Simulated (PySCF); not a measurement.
## Ionisation energy of Mo by level of theory

Mo [Kr] 4d5 5s1 (7S) → Mo⁺ [Kr] 4d5 (6S), as a difference of total energies. All numbers are calculated (PySCF 2.14, a scalar-relativistic core potential, in aug-cc-pVTZ-PP with ECP28MDF (6s6p5d3f2g, 88 functions)). Correlated levels: valence: 4s2 4p6 frozen. The calculations carry no spin-orbit coupling.

```
           method  ionisation energy (eV)  error (eV)
              UHF                   6.243      -0.849
    MP2 (valence)                   6.815      -0.277
SCS-MP2 (valence)                   6.434      -0.658
   CCSD (valence)                   6.849      -0.243
CCSD(T) (valence)                   6.888      -0.204
```

Reference: 7.092 eV (measured; NIST Atomic Spectra Database, ionization energies).

Errors of the correlated levels include the incompleteness of this basis and the frozen core.
